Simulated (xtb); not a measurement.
HNP (SMILES [NH+]#P), charge +1, singlet, from a rough starting geometry; GFN2-xTB (xtb).

Input for xtb:
```
$ xtb mol.xyz --gfn 2 --chrg 1 --opt vtight --json

# file mol.xyz
3

N     -0.17983128     0.00602913    -0.04416771
P      1.33011612     0.04079306    -0.03433975
H     -1.18732823    -0.02018904     0.05049970
```

The log (banner, timings and long lists left out):

```
   ID    Z sym.   atoms
    1    7 N      1
    2   15 P      2
    3    1 H      3

           -------------------------------------------------
          |                Calculation Setup                |
           -------------------------------------------------

           -------------------------------------------------
          |                 G F N 2 - x T B                 |
           -------------------------------------------------

          ...................................................
          :                      SETUP                      :
          :.................................................:
          :  # basis functions                  15          :
          :  # atomic orbitals                  14          :
          :  # shells                            6          :
          :  # electrons                        10          :
          :  max. iterations                   250          :
          :  Hamiltonian                  GFN2-xTB          :
          :  restarted?                      false          :
          :  GBSA solvation                  false          :
          :  PC potential                    false          :
          :  electronic temp.          300.0000000     K    :
          :  accuracy                    1.0000000          :
          :  -> integral cutoff          0.2500000E+02      :
          :  -> integral neglect         0.1000000E-07      :
          :  -> SCF convergence          0.1000000E-05 Eh   :
          :  -> wf. convergence          0.1000000E-03 e    :
          :  Broyden damping             0.4000000          :
          :  net charge                          1          :
          :  unpaired electrons                  0          :
          ...................................................

 iter      E             dE          RMSdq      gap      omega  full diag
   1     -5.2795742 -0.527957E+01  0.183E+01    6.15       0.0  T
   2     -5.4074203 -0.127846E+00  0.876E+00    4.20       1.0  T
   3     -5.4644318 -0.570115E-01  0.899E+00    5.17       1.0  T
   4     -5.4677209 -0.328904E-02  0.554E+00    4.07       1.0  T
   5     -5.4965947 -0.288738E-01  0.412E+00    4.82       1.0  T
   6     -5.5212098 -0.246151E-01  0.158E+00    4.53       1.0  T
   7     -5.5204781  0.731691E-03  0.156E+00    4.53       1.0  T
   8     -5.5247946 -0.431649E-02  0.260E-01    4.41       1.0  T
   9     -5.5248464 -0.518144E-04  0.192E-01    4.41       1.0  T
  10     -5.5249124 -0.660635E-04  0.671E-03    4.39       8.6  T
  11     -5.5249125 -0.705816E-07  0.457E-04    4.39     126.5  T
  12     -5.5249125  0.186816E-08  0.119E-03    4.39      48.6  T
  13     -5.5249125 -0.194356E-08  0.199E-04    4.39     289.5  T

   *** convergence criteria satisfied after 13 iterations ***

         :::::::::::::::::::::::::::::::::::::::::::::::::::::
         ::                     SUMMARY                     ::
         :::::::::::::::::::::::::::::::::::::::::::::::::::::
         :: total energy              -5.461533367594 Eh    ::
         :: gradient norm              0.115009621170 Eh/a0 ::
         :: HOMO-LUMO gap              4.389256791802 eV    ::
         ::.................................................::
         :: SCC energy                -5.524912520214 Eh    ::
         :: -> isotropic ES            0.127151961129 Eh    ::
         :: -> anisotropic ES         -0.022869182226 Eh    ::
         :: -> anisotropic XC          0.015020504920 Eh    ::
         :: -> dispersion             -0.000692760757 Eh    ::
         :: repulsion energy           0.063379152620 Eh    ::
         :: add. restraining           0.000000000000 Eh    ::
         :: total charge               1.000000000000 e     ::
         :::::::::::::::::::::::::::::::::::::::::::::::::::::

      -----------------------------------------------------------
     |                   =====================                   |
[...]
 * total energy  :    -5.4615334 Eh     change       -0.4401368E-10 Eh
 * total energy  :    -5.4662290 Eh     change       -0.4695662E-02 Eh
 * total energy  :    -5.4665609 Eh     change       -0.3318683E-03 Eh
 * total energy  :    -5.4666016 Eh     change       -0.4073955E-04 Eh
 * total energy  :    -5.4666591 Eh     change       -0.5742798E-04 Eh
 * total energy  :    -5.4667050 Eh     change       -0.4596878E-04 Eh
 * total energy  :    -5.4667201 Eh     change       -0.1510499E-04 Eh
 * total energy  :    -5.4667223 Eh     change       -0.2206595E-05 Eh
 * total energy  :    -5.4667224 Eh     change       -0.1379143E-07 Eh
   *** GEOMETRY OPTIMIZATION CONVERGED AFTER 9 ITERATIONS ***
         :: total energy              -5.466722360026 Eh    ::
[...]
         :: SCC energy                -5.554805311070 Eh    ::
         :: -> isotropic ES            0.126554235216 Eh    ::
         :: -> anisotropic ES         -0.022854319089 Eh    ::
         :: -> anisotropic XC          0.013968749582 Eh    ::
         :: -> dispersion             -0.000693847514 Eh    ::
         :: repulsion energy           0.088082951044 Eh    ::
         :: add. restraining           0.000000000000 Eh    ::
         :: total charge               1.000000000000 e     ::
         :::::::::::::::::::::::::::::::::::::::::::::::::::::

           -------------------------------------------------
          |                Property Printout                |
           -------------------------------------------------

    * Orbital Energies and Occupations

         #    Occupation            Energy/Eh            Energy/eV
      -------------------------------------------------------------
         1        2.0000           -0.9209423             -25.0601
         2        2.0000           -0.8181268             -22.2624
         3        2.0000           -0.7434674             -20.2308
         4        2.0000           -0.7230430             -19.6750
         5        2.0000           -0.7230430             -19.6750 (HOMO)
         6                         -0.5405331             -14.7087 (LUMO)
         7                         -0.5405331             -14.7087
         8                         -0.3444551              -9.3731
         9                         -0.2035023              -5.5376
        10                         -0.2035023              -5.5376
        11                         -0.0507387              -1.3807
        12                         -0.0507387              -1.3807
        13                         -0.0367554              -1.0002
        14                          0.9753015              26.5393
      -------------------------------------------------------------
                  HL-Gap            0.1825098 Eh            4.9663 eV
             Fermi-level           -0.6317881 Eh          -17.1918 eV

     #   Z          covCN         q      C6AA      α(0)
     1   7 N        1.722    -0.129    24.496     7.321
     2  15 P        0.862     0.848   149.145    22.698
     3   1 H        0.861     0.281     0.773     1.377

 Mol. C6AA /au·bohr⁶  :        321.603262
 Mol. C8AA /au·bohr⁸  :      13604.121323
 Mol. α(0) /au        :         31.396141

Wiberg/Mayer (AO) data.
largest (>0.10) Wiberg bond orders for each atom

 ---------------------------------------------------------------------------
     #   Z sym  total        # sym  WBO       # sym  WBO       # sym  WBO
 ---------------------------------------------------------------------------
     1   7 N    3.641 --     2 P    2.737     3 H    0.904
     2  15 P    2.755 --     1 N    2.737
     3   1 H    0.921 --     1 N    0.904
 ---------------------------------------------------------------------------

Topologies differ in total number of bonds
Writing topology from bond orders to xtbtopo.mol

molecular dipole:
                 x           y           z       tot (Debye)
 q only:        1.489       0.053      -0.064
   full:        1.189       0.046      -0.055       3.027
molecular quadrupole (traceless):
                xx          xy          yy          xz          yz          zz
 q only:        6.379       0.270      -3.192      -0.336      -0.010      -3.188
  q+dip:        7.432       0.300      -3.718      -0.376      -0.011      -3.714
   full:        5.301       0.223      -2.652      -0.278      -0.008      -2.649

optimized geometry written to: xtbopt.xyz

           -------------------------------------------------
          | TOTAL ENERGY               -5.466722360026 Eh   |
          | GRADIENT NORM               0.000088980951 Eh/α |
          | HOMO-LUMO GAP               4.966345496401 eV   |
           -------------------------------------------------
```
